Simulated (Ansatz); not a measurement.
Reaction (hydrogenolysis of a Ge–Cl bond): `[Cl][GeH2][I]` + H₂ → `[GeH3][I]` + HCl

Computed with Ansatz on PBE0-D4/def2-TZVP structures; ΔE is electronic, products minus reactants. CCSD(T)/CBS adds triple-zeta CCSD(T) − MP2 to the extrapolated MP2 energy (def2 sets, frozen cores). This one scheme is used for every species. DFT in def2-TZVPP. def2 core potentials past Kr. For Ge, I outer-core shells are correlated without core-valence functions, which leaves a few kJ/mol of doubt a bond. Scalar relativity is left out up to krypton.

`[Cl][GeH2][I]`:

Cartesian coordinates in Å:
```
Cl 0.303 1.943 -0.662
Ge 0.169 -0.113 -0.066
I -1.951 -0.462 1.211
H 0.125 -0.962 -1.338
H 1.355 -0.406 0.855
```

H₂:

Z-matrix (Å, degrees):
```
H
H 1 0.746
```

`[GeH3][I]`:

```xyz
5

Ge    0.045   -0.114   -0.189
I    -0.457    1.158    1.920
H    -1.285   -0.634   -0.743
H     0.984   -1.267    0.179
H     0.713    0.858   -1.167
```

HCl:

```xyz
2

Cl    0.442    0.122   -0.445
H    -0.442   -0.122    0.445
```

```csv
level,ΔE (kJ/mol),difference from CCSD(T)/CBS
PBE0-D4,50.0,0.3
BHLYP-D4,51.3,1.6
r2SCAN,53.7,4.0
PBE0,45.9,-3.8
r2SCAN0,50.5,0.8
LC-ωPBE,40.9,-8.8
RPA@PBE/def2-TZVPP,43.2,-6.5
CCSD/def2-SVP,33.7,-16.0
CCSD(T)/def2-TZVPP,46.3,-3.4
HF/def2-QZVPP,39.8,-9.9
CCSD(T)/CBS,49.7,0
```

Largest T1 diagnostic among the species: 0.009.

In def2-TZVPP, CCSD(T) changes the Hartree–Fock value by +6.2 kJ/mol (the triples alone add +3.8 kJ/mol) and MP2 by +15.6 kJ/mol. The D4 term adds +7.8 kJ/mol with B3LYP and +4.1 kJ/mol with PBE0; it sums over pairs of atoms, weighted by their polarisabilities, and B3LYP, whose exchange is more repulsive, gets the larger term.

B3LYP here is the variant with VWN-RPA as its local correlation; programs differ in this.
